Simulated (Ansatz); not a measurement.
Basis-set extrapolation for C2H6AlFO (PBE0-D4/def2-TZVP geometry, frozen core, Ansatz 0.2.0). Multiplicity 1, RHF reference.

```json
{"": "HF", "def2-TZVPP": "-495.612196", "def2-QZVPP": "-495.631806"}
{"": "MP2 correlation", "def2-TZVPP": "-0.913338", "def2-QZVPP": "-0.985702"}
{"": "CCSD(T) correlation", "def2-TZVPP": "-0.981005", "def2-QZVPP": "not run"}
```

Energies in hartree. Use E(X) = E(∞) + A·exp(−7.88·√X) for Hartree–Fock and E(X) = E(∞) + B·X^(−2.97) for correlation, with X = 3 and 4, and add CCSD(T) minus MP2 of the smaller set to the MP2 limit.

Question: What is the CCSD(T) energy at the basis-set limit?

Answer: HF limit: -495.631806 + (-0.019610) × 0.13774 = -495.63451. MP2 limit: -0.985702 + (-0.072364) × 0.74074 = -1.03930. Higher-order term: -0.981005 − (-0.913338) = -0.06767. Total: -496.74148 hartree, 93.0 kcal/mol below CCSD(T)/def2-TZVPP.
